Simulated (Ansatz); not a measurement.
Two structures of CH$_{8}$GeO, singlet, reached by relaxing down either side of one saddle point (PBE0-D4/def2-TZVP). Energies are electronic, without zero-point energy. Computed with Ansatz 0.2.0 (basis: def2-TZVPP and def2-QZVPP); correlated methods freeze the cores. Filled d shells of the heavier atoms are correlated. The def2 sets are not built for correlating such inner shells, so the correlated values are less sure here. Extrapolation: Hartree–Fock as exp(−7.88 √X), correlation as X^−2.97. First:

Ge1  (-0.540, 1.426, -1.289)
H2  (0.716, 1.642, -0.431)
H3  (-0.234, 0.468, -2.444)
H4  (-0.962, 2.788, -1.871)
H5  (-1.682, 0.885, -0.422)
H6  (1.322, -1.334, -0.242)
O7  (0.393, -1.341, -0.003)
C8  (0.286, -1.168, 1.393)
H9  (0.781, -1.973, 1.949)
H10  (0.695, -0.205, 1.725)
H11  (-0.776, -1.188, 1.637)
(Å)

Second:

```csv
atom,x (Å),y (Å),z (Å)
Ge1,-1.3141,0.7225,-0.8020
H2,3.1932,-0.6223,-1.0146
H3,-0.9504,1.1219,-2.2340
H4,-1.6830,1.9416,0.0660
H5,-2.4536,-0.3146,-0.7581
H6,2.4741,-0.4417,-0.9118
O7,0.1650,-0.0216,-0.1470
C8,0.1357,-0.4945,1.1769
H9,1.1191,-0.9106,1.4096
H10,-0.0745,0.3067,1.8983
H11,-0.6114,-1.2875,1.3167
```

(1) Which bonds change from the first to the second?

(2) Give the saddle point's structure and its height above each. (Judge from chemistry; the value comes from the calculation.)

The T1 diagnostic stays at or below 0.014.

Results:

(1) CH₄O ([CH3][OH]) + GeH₄ → CH₆GeO ([CH3][O][GeH3]) + H₂; bonds formed: Ge1–O7, H2–H6; bonds broken: Ge1–H2, H6–O7.

(2) By the calculation: 48.34 kcal/mol above the first and 47.42 kcal/mol above the second (CCSD(T) at an estimated basis limit (MP2 extrapolated from triple and quadruple zeta, plus CCSD(T) − MP2 in triple zeta)).
Ge1  (-0.506, 0.781, -1.071)
H2  (1.416, 0.720, -1.139)
H3  (-0.530, 0.697, -2.603)
H4  (-0.369, 2.198, -0.491)
H5  (-1.884, 0.246, -0.575)
H6  (1.214, -0.115, -0.463)
O7  (0.333, -0.734, -0.063)
C8  (0.126, -0.908, 1.329)
H9  (0.575, -1.852, 1.643)
H10  (0.571, -0.087, 1.902)
H11  (-0.947, -0.944, 1.531)
(Å)

Labels in which every atom is bracketed show which atoms are joined, not bond orders.

For scale, one of the runs: CCSD(T)/def2-TZVPP, 222 basis functions, launched by `ansatz run in.yaml --threads 4 --pin off --events-out ev --progress --plain --max-ram 9574MiB`. Time: 72 s of wall clock on 4 CPU threads of an Arm Neoverse V2; the host was shared. Peak host memory: 3.6 GiB.
